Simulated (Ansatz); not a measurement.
Geometry optimisation, RKS PBE/def2-SVP (Ansatz).

Input:

```yaml
crystal:
  periodic: [false, false, false]
  atoms:
    - { symbol: Al, position_ang: [0.0, 0.0, 0.0] }
    - { symbol: F, position_ang: [0.0, 0.0, 2.04] }
    - { symbol: Cl, position_ang: [1.9312, 0.0, -1.115] }
    - { symbol: O, position_ang: [-1.5415, 0.0, -0.89] }
    - { symbol: H, position_ang: [-2.0512, -0.8467, -0.6815] }
    - { symbol: Si, position_ang: [0.5511, -2.4245, 0.8261] }
    - { symbol: H, position_ang: [-0.3638, -3.3732, 0.1979] }
    - { symbol: H, position_ang: [1.9248, -2.7621, 0.4648] }
    - { symbol: H, position_ang: [0.3997, -2.4913, 2.2767] }
    - { symbol: H, position_ang: [0.2651, -1.1662, 1.9546] }
basis:
  gaussian: { orbitals: def2-SVP }
hamiltonian:
  xc: pbe
relax:
  f_tol: 0.15
  max_steps: 25
  restrain:
    - { distance: [0, 5], at: 2.32, k: 30.0 }
    - { distance: [9, 1], at: 0.92, k: 30.0 }
    - { distance: [0, 1], at: 2.89, k: 30.0 }
    - { distance: [9, 5], at: 2.66, k: 30.0 }
```

Run as:

```bash
$ ansatz run input.yaml --threads 2 --pin off --max-ram 3072MiB --backend cpu --events-out ev --progress --plain --runs-dir out
```

**Question.** Where does it end, and by what steps?

**Answer.** The forces met the threshold. The restraints hold the end off the free minimum. After 12 steps the energy has fallen by 1.346 eV (the restraints' own energy left out); Al1 moved furthest, 0.75 Å. Parted: Al1–F2 (2.04 → 2.88 Å). Joined: F2–H10 (1.20 → 0.94 Å).

| step | energy less start (eV) | largest force component (eV/Å) | accepted |
| --- | --- | --- | --- |
| 0 | 0.0000 | 2.370 | yes |
| 1 | -0.4342 | 2.129 | yes |
| 2 | -0.4959 | 2.475 | yes |
| 3 | -0.6914 | 2.582 | yes |
| 4 | -1.0933 | 1.672 | yes |
| 5 | -1.2568 | 1.163 | yes |
| 6 | -1.2833 | 1.130 | yes |
| 7 | -1.3150 | 1.111 | yes |
| 8 | -1.3314 | 0.794 | yes |
| 9 | -1.3397 | 0.967 | yes |
| 10 | -1.3336 | 1.059 | no |
| 11 | -1.3455 | 0.998 | yes |
| 12 | -1.3456 | 0.914 | yes |

```xyz
10
Properties=species:S:1:pos:R:3
Al 0.132 -0.584 -0.450
F 0.107 0.146 2.335
Cl 1.758 0.575 -1.144
O -1.410 -0.041 -0.960
H -2.256 -0.452 -0.725
Si 0.570 -2.628 0.631
H -0.305 -3.784 0.214
H 2.010 -3.059 0.548
H 0.288 -2.468 2.123
H 0.222 -0.768 2.501
```

Time of the run: 25 s on 2 threads of AMD EPYC 7B13 (Zen 3), on a shared host, peak memory 0.2 GiB.
